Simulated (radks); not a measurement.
Species: the boron ion B+. Configuration: [He] 2s1 7s1 (not the ground configuration). Calculated with a radial shooting solver on a logarithmic mesh with Libxc functionals: non-relativistic Kohn-Sham, r2SCAN, spin-polarised, spherical densities, point nucleus; open shells are filled with parallel spins first; meta-GGA in the generalised Kohn-Sham scheme.

Normalised radial functions P(r) = r R(r), r in bohr:

| r | 1s up | 2s up |
|---|---|---|
| 0.01005 | 0.2000 | 0.0516 |
| 0.0134 | 0.2623 | 0.0676 |
| 0.01788 | 0.3421 | 0.0882 |
| 0.02403 | 0.4460 | 0.1149 |
| 0.03206 | 0.5716 | 0.1471 |
| 0.04275 | 0.7229 | 0.1857 |
| 0.05702 | 0.8983 | 0.2299 |
| 0.07667 | 1.0961 | 0.2786 |
| 0.1023 | 1.2893 | 0.3235 |
| 0.1364 | 1.4562 | 0.3562 |
| 0.1819 | 1.5596 | 0.3623 |
| 0.2426 | 1.5582 | 0.3230 |
| 0.3262 | 1.4163 | 0.2154 |
| 0.4351 | 1.1438 | 0.0347 |
| 0.5803 | 0.7898 | -0.2127 |
| 0.7739 | 0.4439 | -0.4959 |
| 1.041 | 0.1888 | -0.7374 |
| 1.388 | 0.0606 | -0.8274 |
| 1.851 | 0.0121 | -0.7162 |
| 2.469 | 0.0013 | -0.4598 |
| 3.293 | 0.0001 | -0.2051 |
| 4.427 | 0.0000 | -0.0548 |
| 5.905 | 0.0000 | -0.0085 |
| 7.875 | 0.0000 | -0.0005 |
| 10.5 | 0.0000 | 0.0000 |
| 14.12 | 0.0000 | 0.0000 |
| 18.84 | 0.0000 | 0.0000 |
| 25.12 | 0.0000 | 0.0000 |
| 33.51 | 0.0000 | 0.0000 |
| 44.69 | 0.0000 | 0.0000 |
| 60.08 | 0.0000 | 0.0000 |
| 80.14 | 0.0000 | 0.0000 |

1s up: eigenvalue -213.07 eV, 0 radial nodes, <r> = 0.326 bohr, 90 % of the charge inside 0.585 bohr. 2s up: eigenvalue -31.746 eV, 1 radial node at r = 0.455 bohr, <r> = 1.63 bohr, 90 % of the charge inside 2.51 bohr.
